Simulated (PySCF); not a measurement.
A side-by-side comparison of computed properties.

First species: CH5NO2Si.
SMILES: `N([SiH2]O)C=O`

Second species: C4H16Si3.
Atom-mapped SMILES: `[CH3:1][CH2:2][Si:3]([SiH3:4])([SiH3:5])[CH2:6][CH3:7]` (hydrogens: H8, H9, H10 on C1; H11, H12 on C2; H13, H14, H15 on Si4; H16, H17, H18 on Si5; H19, H20 on C6; H21, H22, H23 on C7)

Cartesian coordinates in Å at the GFN2-xTB level; atoms count from 1:
```
atom  x, y, z in Å
C1    -1.1861   -0.9854   -2.0068
C2    -1.2160    0.2396   -1.1010
Si3   -0.2052    0.0278    0.5271
Si4   -0.3073    2.0613    1.6726
Si5   -0.9792   -1.8690    1.6484
C6     1.6261   -0.3070    0.0271
C7     2.2633    0.8335   -0.7574
H8    -1.5703   -1.8592   -1.4833
H9    -0.1694   -1.2001   -2.3287
H10   -1.7946   -0.8277   -2.8965
H11   -2.2539    0.4626   -0.8429
H12   -0.8502    1.1030   -1.6611
H13   -1.5552    2.1787    2.4324
H14    0.7812    2.2036    2.6446
H15   -0.2419    3.2571    0.8246
H16   -0.5533   -3.1519    1.0768
H17   -2.4442   -1.9176    1.6890
H18   -0.5296   -1.8850    3.0439
H19    2.2124   -0.4834    0.9317
H20    1.6945   -1.2244   -0.5612
H21    2.2428    1.7559   -0.1793
H22    3.3014    0.6097   -1.0003
H23    1.7297    1.0049   -1.6898
```

Levels: PBE0/pcSseg-1 for dipole moment, HOMO energy, LUMO energy and HOMO–LUMO gap; GFN2-xTB for rotational constant A and rotational constant C. Geometries: GFN2-xTB. Each species is one conformer at its optimised geometry, gas phase, non-relativistic unless stated; the electronic structure was computed with PySCF and density fitting.

The conformers computed, where there is a choice (atom-mapped SMILES and torsion angles):
- `[O:1]=[CH:2][NH:3][SiH2:4][OH:5]`: O1–C2–N3–Si4 0°, C2–N3–Si4–O5 0°, H–O5–Si4–N3 0°
- `[CH3:1][CH2:2][Si:3]([SiH3:4])([SiH3:5])[CH2:6][CH3:7]`: C1–C2–Si3–Si4 177°, C2–Si3–C6–C7 62°

**Question.** Which of the two has the higher LUMO energy, and by how much?

**Answer.** The first: 0.16 eV against -0.31 eV, a difference of 0.47 eV.

**Question.** Which has the higher dipole moment?

**Answer.** The first: 4.05 D against 1.27 D, a difference of 2.78 D.

**Question.** Which has the higher HOMO energy?

**Answer.** The second: -7.91 eV against -7.99 eV, a difference of 0.08 eV.

**Question.** Which of the two has the higher rotational constant C, and by how much?

**Answer.** The first: 2.394 GHz against 0.837 GHz, a difference of 1.557 GHz.

**Question.** Which has the higher HOMO–LUMO gap?

**Answer.** The first: 8.15 eV against 7.60 eV, a difference of 0.55 eV.

**Question.** Which of the two has the higher rotational constant A, and by how much?

**Answer.** The first: 7.319 GHz against 1.209 GHz, a difference of 6.110 GHz.

On the first: In atomic units the dipole is 1.59 e·bohr (1 au = 2.5417 D).

On the second: The dipole matches unit charges of opposite sign 0.26 Å apart (1 e·Å = 4.8032 D).
